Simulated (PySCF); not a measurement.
PySCF input for Mg(Br)(SMe) (CH3BrMgS), SMILES [Mg]([S]C)[Br], PBE0-D3(BJ)/def2-SVP. Coordinates come from a PBE0-D3(BJ)/def2-SVP optimisation. The structure was generated by enumeration; whether it is a known compound was not checked. Other conformers were not sampled.

```python
import numpy as np
from pyscf import gto, scf, dft, df
from pyscf.hessian import thermo

mol = gto.M(
    atom='''
    Mg    0.26188199    0.24468832    0.00000000
    Br   -0.09171786   -2.07892358   -0.00000000
    S     0.64918572    2.50955115    0.00000000
    C    -1.03384488    3.23656921   -0.00000000
    H    -1.60552730    2.96311658    0.89776796
    H    -0.90530640    4.32759842    0.00000000
    H    -1.60552730    2.96311658   -0.89776795
    ''',
    basis='def2-SVP',
    charge=0,
    spin=0,
    max_memory=1600,
    verbose=3,
)
mf = dft.RKS(mol, xc='pbe0').density_fit(auxbasis='def2-universal-jkfit')
mf.disp = 'd3bj'
mf.grids.level = 3
mf.conv_tol = 1e-11
mf.max_cycle = 100
mf.kernel()

# analytic Hessian; the response equations are solved on a coarser grid
h, args, fine = mf.Hessian(), (mf.mo_energy, mf.mo_coeff, mf.mo_occ), mf.grids
h.max_memory = max(150, 2.5e-5 * df.make_auxmol(mol, mf.with_df.auxbasis).nao * mol.nelec[0] * (mol.nelec[0] + mol.nao))  # MB; small integral blocks
h1ao = h.make_h1(mf.mo_coeff, mf.mo_occ)
mf.grids = dft.Grids(mol).set(level=1).build(with_non0tab=True)
mo1, mo_e1 = h.solve_mo1(*args, h1ao)
mf.grids = fine
hess = h.hess_elec(*args, mo1, mo_e1, h1ao) + h.hess_nuc()
if mf.do_disp():
    hess += h.get_dispersion()
for i in range(mol.natm):  # the analytic DFT Hessian lacks the response of the grid: restore translational invariance
    hess[i, i] -= hess[i].sum(axis=0)
hess = (hess + hess.transpose(1, 0, 3, 2)) / 2
vib = thermo.harmonic_analysis(mol, hess, imaginary_freq=False)
thermo.dump_normal_mode(mol, vib)
th = thermo.thermo(mf, vib['freq_au'][vib['freq_au'] > 0], 298.15, 101325)
thermo.dump_thermo(mol, th)
g0 = mf.nuc_grad_method().set(verbose=0).kernel()

# dipole derivatives [dipole axis, atom, xyz] from the same response
r, irp = mol.intor('int1e_r'), mol.intor('int1e_irp').reshape(3, 3, mol.nao, mol.nao)
sl, dm0, ok = mol.aoslice_by_atom(), np.array(mf.make_rdm1()), []
dmu = np.einsum('a,xt->xat', mol.atom_charges(), np.eye(3))
for a, (_, _, p0, p1) in enumerate(sl):
    dmu[:, a] += 2 * np.einsum('xtij,ij->xt', irp[:, :, :, p0:p1], dm0.reshape(-1, mol.nao, mol.nao).sum(0)[:, p0:p1])
    for u, c, occ, f in [(mo1, mf.mo_coeff, mf.mo_occ, 4)]:
        dmu[:, a] -= f * np.einsum('tui,xuv,vi->xt', u[a], r, c[:, occ > 0], optimize=True)
L = vib['norm_mode']
ir = 974.8801 * (np.einsum('xat,kat->kx', dmu, L) ** 2).sum(1)       # km/mol
apt = np.einsum('xax->a', dmu) / 3

# polarisability derivatives from nuclear gradients in small electric fields
h0, F = mf.get_hcore(), 0.005
def in_field(f, guess):
    m = mf.copy()
    m.verbose, m.conv_tol, m.conv_tol_grad = 0, 1e-11, 2e-7
    m.get_hcore = lambda *a: h0 + np.einsum('x,xij->ij', f, r)
    m.kernel(guess)
    ok.append(m.converged)
    dm = np.array(m.make_rdm1())
    g = m.nuc_grad_method().kernel() - np.outer(mol.atom_charges(), f)
    for a, (_, _, p0, p1) in enumerate(sl):
        g[a] -= 2 * np.einsum('x,xtij,ij->t', f, irp[:, :, :, p0:p1], dm[:, p0:p1])
    return g, -np.einsum('xij,ij->x', r, dm), dm
E = np.eye(3) * F
g0, _, dm0 = in_field(np.zeros(3), dm0)
gp = [in_field(e, dm0) for e in E]
gm = [in_field(-e, 2 * dm0 - p[2]) for e, p in zip(E, gp)]
alpha = np.array([(p[1] - q[1]) / (2 * F) for p, q in zip(gp, gm)])  # bohr^3
check = abs(np.array([-(p[0] - q[0]) / (2 * F) for p, q in zip(gp, gm)]) - dmu).max()
print('static polarisability / bohr^3:', alpha.round(3))
print('largest difference of analytic and finite-field dipole derivatives / e:', check)
da = np.zeros((3, 3, mol.natm, 3))
for x in range(3):
    da[x, x] = -(gp[x][0] + gm[x][0] - 2 * g0) / F**2
for x, y in ((0, 1), (0, 2), (1, 2)):
    up, down = in_field(E[x] + E[y], gp[x][2] + gp[y][2] - dm0), in_field(-E[x] - E[y], gm[x][2] + gm[y][2] - dm0)
    both = -(up[0] + down[0] - 2 * g0) / F**2
    da[x, y] = da[y, x] = (both - da[x, x] - da[y, y]) / 2
aq = np.einsum('xyat,kat->kxy', da, L) * 0.529177210903**2           # A^2/amu^1/2
a = np.einsum('kxx->k', aq) / 3
g2 = 1.5 * (aq**2).sum((1, 2)) - 4.5 * a**2
raman, depol = 45 * a**2 + 7 * g2, 3 * g2 / (45 * a**2 + 4 * g2 + 1e-12)
print('mode   freq/cm-1   IR/(km/mol)   Raman/(A^4/amu)   depolarisation')
for k, w in enumerate(vib['freq_wavenumber']):
    print(f'{k + 1:4d} {w:11.2f} {ir[k]:13.3f} {raman[k]:17.3f} {depol[k]:16.3f}')
print('max |gradient| / (hartree/bohr):', abs(g0).max())
print('APT charges:', apt.round(4))
```

It prints:

```
converged SCF energy = -3211.32790293983

WARN: DFTD3 does not support analytical Hessian, using finite difference


WARN: Mole.unit (angstrom) is changed to Bohr

Mode                                 0                   1                   2
Irrep
Freq [cm^-1]                       65.1202             69.3352            114.3291
Reduced mass [au]                   4.9877              1.1262              7.8938
Force const [Dyne/A]                0.0125              0.0032              0.0608
Char temp [K]                      93.6935             99.7579            164.4941
Normal mode                   x     y     z       x     y     z       x     y     z
       0  Mg                 0.12 -0.00  0.00    0.00 -0.00 -0.06    0.00 -0.00  0.17
       1  Br                -0.03  0.02 -0.00   -0.00  0.00  0.01   -0.00  0.00 -0.02
       2   S                 0.01  0.02 -0.00    0.00  0.00  0.00   -0.00  0.00 -0.07
       3   C                -0.07 -0.16 -0.00   -0.00 -0.00  0.02   -0.00 -0.00 -0.00
       4   H                -0.04 -0.22  0.00   -0.20 -0.42 -0.24   -0.04 -0.14 -0.07
       5   H                -0.18 -0.15 -0.00   -0.00 -0.00  0.57   -0.00 -0.00  0.19
       6   H                -0.04 -0.22  0.00    0.20  0.42 -0.24    0.04  0.14 -0.07
Mode                                 3                   4                   5
Irrep
Freq [cm^-1]                      164.9109            250.3421            539.5930
Reduced mass [au]                   7.8835             20.7886             22.5222
Force const [Dyne/A]                0.1263              0.7676              3.8636
Char temp [K]                     237.2701            360.1866            776.3542
Normal mode                   x     y     z       x     y     z       x     y     z
       0  Mg                -0.13  0.03  0.00   -0.02  0.05 -0.00    0.03  0.18  0.00
       1  Br                 0.02  0.03  0.00   -0.01 -0.06  0.00   -0.00 -0.02  0.00
       2   S                 0.06 -0.03 -0.00    0.05  0.13 -0.00   -0.02 -0.07 -0.00
       3   C                 0.01 -0.14  0.00   -0.02 -0.01  0.00    0.02 -0.02  0.00
       4   H                 0.02 -0.17  0.00    0.00 -0.06 -0.00    0.01  0.01  0.00
       5   H                -0.08 -0.13  0.00   -0.12 -0.00  0.00    0.07 -0.02 -0.00
       6   H                 0.02 -0.17 -0.00    0.00 -0.06  0.00    0.01  0.01 -0.00
Mode                                 6                   7                   8
Irrep
Freq [cm^-1]                      721.3648            954.1877            967.2852
Reduced mass [au]                   6.6601              1.1766              1.1913
Force const [Dyne/A]                2.0419              0.6312              0.6567
Char temp [K]                    1037.8833           1372.8637           1391.7080
Normal mode                   x     y     z       x     y     z       x     y     z
       0  Mg                 0.00  0.01 -0.00    0.00  0.00  0.00   -0.00 -0.00  0.00
       1  Br                -0.00 -0.00  0.00   -0.00  0.00 -0.00    0.00  0.00 -0.00
       2   S                 0.09 -0.05  0.00   -0.00 -0.00  0.02    0.01  0.02  0.00
       3   C                -0.20  0.10 -0.00    0.00  0.00 -0.11   -0.05 -0.10 -0.00
       4   H                -0.16  0.06  0.01    0.56 -0.22  0.17   -0.20  0.37  0.05
       5   H                -0.15  0.09  0.00   -0.00  0.00  0.26    0.66 -0.19  0.00
       6   H                -0.16  0.06 -0.01   -0.56  0.22  0.17   -0.20  0.37 -0.05
Mode                                 9                  10                  11
Irrep
Freq [cm^-1]                     1335.6765           1453.3925           1459.1085
Reduced mass [au]                   1.1436              1.0520              1.0523
Force const [Dyne/A]                1.2021              1.3093              1.3199
Char temp [K]                    1921.7411           2091.1082           2099.3323
Normal mode                   x     y     z       x     y     z       x     y     z
       0  Mg                -0.00 -0.00 -0.00   -0.00  0.00 -0.00    0.00  0.00 -0.00
       1  Br                 0.00  0.00  0.00    0.00 -0.00  0.00   -0.00  0.00  0.00
       2   S                -0.01  0.01 -0.00    0.00  0.00 -0.00   -0.00 -0.00 -0.00
       3   C                -0.09  0.04  0.00    0.03  0.05 -0.00   -0.00 -0.00 -0.06
       4   H                 0.40 -0.31  0.18   -0.37 -0.37 -0.37   -0.07  0.46  0.06
       5   H                 0.54 -0.05 -0.00    0.36 -0.01  0.00   -0.00  0.00  0.71
       6   H                 0.40 -0.31 -0.18   -0.37 -0.37  0.37    0.07 -0.46  0.06
Mode                                12                  13                  14
Irrep
Freq [cm^-1]                     3065.6471           3174.5088           3177.6944
Reduced mass [au]                   1.0316              1.1090              1.1062
Force const [Dyne/A]                5.7121              6.5848              6.5814
Char temp [K]                    4410.7837           4567.4113           4571.9948
Normal mode                   x     y     z       x     y     z       x     y     z
       0  Mg                -0.00 -0.00  0.00    0.00 -0.00  0.00    0.00 -0.00 -0.00
       1  Br                 0.00  0.00 -0.00   -0.00 -0.00 -0.00   -0.00 -0.00  0.00
       2   S                 0.00  0.00  0.00   -0.00 -0.00  0.00   -0.00 -0.00 -0.00
       3   C                -0.04  0.02 -0.00    0.00  0.00 -0.09    0.04  0.08  0.00
       4   H                 0.29  0.16 -0.49   -0.34 -0.18  0.55   -0.17 -0.08  0.30
       5   H                -0.08 -0.52  0.00   -0.00 -0.00 -0.02   -0.11 -0.79  0.00
       6   H                 0.29  0.16  0.49    0.34  0.18  0.55   -0.17 -0.08 -0.30
temperature 298.1500 [K]
pressure 101325.00 [Pa]
Rotational constants [GHz] 14.08323 0.71486 0.68332
Symmetry number 1
Zero-point energy (ZPE) 0.03990 [Eh]   104747.988 [J/mol]
                           tot       elec      trans        rot        vib
Entropy [J/mol/K]       360.625      0.000    171.345    118.145     71.135
Cv [J/mol/K]             77.776      0.000     12.472     12.472     52.832
Cp [J/mol/K]             86.090      0.000     20.786     12.472     52.832
Internal energy [J/mol]                      3718.434   3718.434 114772.006
Internal energy [Eh]   -3211.28136  -3211.32790
Enthalpy [J/mol]                             6197.391   3718.434 114772.006
Enthalpy [Eh]          -3211.28041
Gibbs free energy [J/mol]                  -44889.080 -31506.446  93563.061
Gibbs free energy [Eh] -3211.32136
static polarisability / bohr^3: [[58.247 -3.499 -0.   ]
 [-3.51  92.337  0.   ]
 [-0.    -0.    52.857]]
largest difference of analytic and finite-field dipole derivatives / e: 0.002466742295967661
mode   freq/cm-1   IR/(km/mol)   Raman/(A^4/amu)   depolarisation
   1       65.12        10.564             1.411            0.632
   2       69.34         2.348             0.294            0.750
   3      114.33        33.095             0.234            0.750
   4      164.91        22.903             3.254            0.247
   5      250.34         2.029            10.620            0.175
   6      539.59       100.208             2.704            0.128
   7      721.36         7.436            11.378            0.312
   8      954.19         7.372             2.599            0.750
   9      967.29         8.046             3.715            0.301
  10     1335.68        18.446             3.997            0.735
  11     1453.39         7.189            12.291            0.749
  12     1459.11         7.264            13.356            0.750
  13     3065.65        26.237           135.431            0.036
  14     3174.51         2.806            54.553            0.750
  15     3177.69         0.875           117.677            0.628
max |gradient| / (hartree/bohr): 4.4284767994797075e-05
APT charges: [ 1.0091 -0.5713 -0.5143  0.0773 -0.0053  0.01   -0.0053]
```

The run converged.

Cost: very roughly 3.0 core-minutes.
